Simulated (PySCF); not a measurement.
A search over the determinants of Tl₂⁺

Unrestricted PBE0; PySCF, scalar-relativistic core potentials, basis sets Tl def2-SVP with ECP60. Outer shells of the fragments: Tl+ 5d10 6s2; Tl 5d10 6s2 6p1.

Followed along the bond (rough minima from three points):

```
2Ms+1   unpaired  ⟨S²⟩ at the start  R at minimum (Å)  Te (eV)
    2        σ ↑               0.75              3.68     0.00
    2        π ↑               0.75              3.32     0.69
    4  σ ↑↑, π ↑               3.75  none in the scan   ≤ 5.55
```

Solutions found at the starting distance of 2.960 Å, counted from the lowest of them; the search is not exhaustive and high or unbound solutions are not listed, so other states can lie among these:

```csv
2Ms+1,unpaired,term,E (eV),⟨S²⟩,⟨Lz²⟩
2,σ ↑,²Σ⁺,0.00,0.75,0.00
2,π ↑,²Π,0.34,0.75,1.00
4,"σ ↑↑, π ↑",⁴Π,5.12,3.75,1.00
2,"σ ↑↑, π ↓",mixed,5.67,1.75,1.00
4,"σ ↑, π ↑↑",⁴Σ⁻,5.73,3.76,0.00
4,"σ ↑, π ↑↑",mixed,7.19,3.76,2.01
4,σ ↑↑↑,⁴Σ⁺,8.97,3.75,0.00
```

A term symbol is given only where ⟨S²⟩ and ⟨Lz²⟩ are close to those of a pure state; real π, δ and φ orbitals otherwise mix terms, and g/u labels are left off.

Question: Compare the gap between the two lowest followed solutions at the starting distance with the gap between their minima.

Answer: At PBE0 the second solution (doublet, unpaired electrons π ↑) lies +0.34 eV from the first (doublet, unpaired electrons σ ↑) at 2.960 Å and +0.69 eV at the minima; the two curves relax by different amounts, since their minima lie near 3.32 and 3.68 Å.

Spin–orbit coupling is left out, which matters for elements this heavy, above all for dissociation energies. Counting both spins, an empty level lies below a filled one in some of these solutions, because spin and occupation are held.
